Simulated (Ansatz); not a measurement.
Consider the redistribution: `C[N](C)[Ga]([Cl])[Cl]` + `FB(F)Br` → `[Cl][Ga]([Cl])[Br]` + `CN(C)B(F)F`.

Isolated molecules relaxed with PBE0-D4/def2-TZVP in Ansatz; ΔE leaves out vibrations. CCSD(T)/CBS adds triple-zeta CCSD(T) − MP2 to the extrapolated MP2 energy (def2 sets, frozen cores). DFT in def2-TZVPP. For Br, Ga outer-core shells are correlated without core-valence functions, which leaves a few kJ/mol of doubt a bond. Scalar relativity is left out up to krypton. Each species was taken in one conformer, which may not be the lowest.

`C[N](C)[Ga]([Cl])[Cl]`:

Cartesian coordinates in Å:
```
C -0.631 -0.996 -0.829
N 0.001 0.000 0.000
C -0.652 0.216 1.268
Ga 1.474 0.896 -0.504
Cl 2.345 2.352 0.779
Cl 2.377 0.519 -2.392
H -1.668 -0.719 -1.063
H -0.655 -1.973 -0.328
H -0.094 -1.115 -1.772
H -0.130 0.978 1.849
H -0.677 -0.707 1.863
H -1.690 0.548 1.128
```

`FB(F)Br`:

Z-matrix (Å, degrees):
```
B
F 1 1.309
Br 1 1.903 2 120.4
F 1 1.309 2 119.2 3 180.0
```

`[Cl][Ga]([Cl])[Br]`:

Cartesian coordinates in Å:
```
Cl -0.875 -1.902 -0.390
Ga -0.012 -0.015 0.021
Cl -0.049 0.728 2.000
Br 0.936 1.189 -1.632
```

`CN(C)B(F)F`:

```xyz
12

C    -0.677   -0.991    0.647
N     0.147   -0.035   -0.053
C    -0.459    1.261   -0.240
B     1.426   -0.339   -0.511
F     2.170    0.561   -1.154
F     1.966   -1.544   -0.326
H    -0.934   -0.626    1.648
H    -0.152   -1.939    0.748
H    -1.614   -1.168    0.105
H     0.222    1.923   -0.772
H    -0.706    1.719    0.725
H    -1.387    1.178   -0.818
```

Is it downhill or uphill in electronic energy at CCSD(T)/CBS, and by how much? (Estimate.)

Computed: Downhill: ΔE = -126.7 kJ/mol.

What do these levels give: BLYP-D4, r2SCAN-D4, B97M-V, PBE0-D4, BHLYP-D4, CAM-B3LYP-D4, ωB97M-V, PBE-QIDH, LC-ωPBE, MP2/def2-TZVPP, MP2/CBS(def2), CCSD/CBS(def2)? (Estimate.)

Ansatz gave: BLYP-D4 -127.8, r2SCAN-D4 -133.7, B97M-V -134.5, PBE0-D4 -136.7, BHLYP-D4 -147.2, CAM-B3LYP-D4 -138.5, ωB97M-V -136.6, PBE-QIDH -136.8, LC-ωPBE -135.3, MP2/def2-TZVPP -123.5, MP2/CBS(def2) -122.5, CCSD/CBS(def2) -131.5 kJ/mol.

Largest T1 diagnostic among the species: 0.012.

From PBE to PBE0 (25 % exact exchange), in def2-TZVPP and without D4, ΔE moves by −8.9 kJ/mol. At CCSD(T), def2-SVP lies −8.2 kJ/mol from the extrapolated value and def2-TZVPP −1.0 kJ/mol. The D4 term adds +5.3 kJ/mol with B3LYP and +3.0 kJ/mol with PBE0; it sums over pairs of atoms, weighted by their polarisabilities, and B3LYP, whose exchange is more repulsive, gets the larger term.

B3LYP here is the variant with VWN-RPA as its local correlation; programs differ in this.
